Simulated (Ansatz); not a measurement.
```yaml
crystal:
  periodic: [false, false, false]
  atoms:
    - {symbol: B, position_ang: [0.046611, 1.865686, 0.082717]}
    - {symbol: S, position_ang: [-1.385974, 0.508823, -0.059677]}
    - {symbol: C, position_ang: [0.052208, -0.631563, -0.377054]}
    - {symbol: B, position_ang: [0.189584, 0.284199, 0.815532]}
    - {symbol: C, position_ang: [-0.103090, -1.908937, -0.427675]}
    - {symbol: H, position_ang: [0.407049, 2.379481, -0.950550]}
    - {symbol: H, position_ang: [-0.678178, 2.878962, 0.851865]}
    - {symbol: H, position_ang: [0.644566, 0.014399, -1.326687]}
    - {symbol: H, position_ang: [0.955924, 1.629531, 0.680078]}
    - {symbol: H, position_ang: [0.200598, -0.151544, 2.066391]}
    - {symbol: H, position_ang: [-0.625051, -2.449557, -1.475363]}
    - {symbol: H, position_ang: [-0.629574, -2.275894, 0.532698]}
    - {symbol: H, position_ang: [0.982047, -2.718935, -0.283560]}
basis:
  gaussian: {orbitals: cc-pVTZ, point_charges: [{charge: 1.00, position_ang: [3.918, -0.525, -0.854]}]}
hamiltonian: {xc: {name: PBE0-DH}}
relax: {f_tol: 0.001, max_steps: 2}
```

```sh
$ ansatz run in.yaml --threads 4 --pin off --events-out ev --progress --plain --max-ram 10444MiB
```

(1) How does Ansatz answer? (An estimate is asked.)

## Answers

(1) The calculation gave: The calculation stopped without meeting its thresholds.
```
Functional definition: PBE0-DH
1721 factors; integrals over basis functions are off by at most 3.2e-4 eV
mean field evaluation 1: about -14370.0072 eV, gradient 5.4e1 eV
mean field evaluation 2: about -14370.2873 eV, gradient 5.4e1 eV
mean field evaluation 4: about -14377.6876 eV, gradient 5.5e0 eV
mean field evaluation 8: about -14377.7786 eV, gradient 4.7e-1 eV
mean field evaluation 16: about -14377.7793 eV, gradient 3.1e-4 eV
mean field -14377.77927474 eV, -528.3736427377 hartree, gradient 2.5e-6 eV, S^2 0.000000; 0 other end points of the search recorded, 0 dependent functions left out
9 core orbitals not correlated: weight in the atoms' cores, before any rotation towards them, 1.000 or more for the frozen orbitals, at most 0.000 for the correlated occupied ones
reference -14377.77929819 eV, -528.3736435995 hartree; 14, 14 occupied and 243, 243 virtual orbitals, 1721 factors
second order -26.85417923 eV of doubles, -0.00000000 eV of singles
relax step   1: F+E_penalty+E_count = -14381.13604714 eV  Δ(F+E_penalty+E_count) = +0.000e0 eV  max|allowed force component| = 1.451e1 eV/Å  Δτ_max = 0.0000 Å  (46 SCF iters, accepted)
1721 factors; integrals over basis functions are off by at most 4.5e-4 eV
mean field evaluation 32: about -14381.9264 eV, gradient 1.6e-6 eV
mean field -14381.92635296 eV, -528.5260450514 hartree, gradient 1.5e-6 eV, S^2 0.000000; 0 other end points of the search recorded, 0 dependent functions left out
9 core orbitals not correlated: weight in the atoms' cores, before any rotation towards them, 1.000 or more for the frozen orbitals, at most 0.000 for the correlated occupied ones
reference -14381.92637555 eV, -528.5260458817 hartree; 14, 14 occupied and 243, 243 virtual orbitals, 1721 factors
second order -26.12017755 eV of doubles, -0.00000000 eV of singles
relax step   2: F+E_penalty+E_count = -14385.19137515 eV  Δ(F+E_penalty+E_count) = -4.055e0 eV  max|allowed force component| = 5.088e0 eV/Å  Δτ_max = 0.1912 Å  (48 SCF iters, accepted)
Error: geometry relaxation did not converge after 2 steps: max|allowed force component| = 5.09e0 eV/Å (threshold 1.0e-3). Raise `relax.max_steps` over both its present limit and 2, loosen `relax.f_tol`, or start from a geometry closer to equilibrium. Where this run's directory can be resumed (`checkpoint.write`), a resume goes on for up to `relax.max_steps` more
```
